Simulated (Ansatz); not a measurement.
Mulliken charges of F₃H₃Si₂, SMILES `F[SiH2][SiH](F)F` from r2SCAN/def2-TZVPP in Ansatz (PBE0-D4/def2-TZVP geometry).

```tsv
atom	x (Å)	y (Å)	z (Å)	charge (e)
F1	-1.752	-0.043	1.476	-0.321
Si2	-0.254	0.393	1.115	0.463
Si3	0.292	-0.342	-1.054	0.717
F4	0.154	-1.925	-1.140	-0.306
F5	-0.725	0.280	-2.108	-0.306
H6	-0.160	1.873	1.192	-0.075
H7	0.668	-0.215	2.108	-0.074
H8	1.664	0.014	-1.489	-0.097
```

Task: By hand: the dipole of these point charges (1 e Å = 4.8032 D).

Result: Σ q r = (0.630, 0.328, 0.180) e Å, of length 0.733 e Å = 3.52 D.

Task: How does the dipole of the full density compare? (Best estimate.)

Result: Ansatz gave: (0.364, 0.212, 0.154) e Å, 2.15 D; the point charges give 1.64 times that, at 6° from its direction.

Point charges leave out the atoms' own dipoles, such as those of lone pairs, and Mulliken's split depends on the basis, so the two needn't agree.
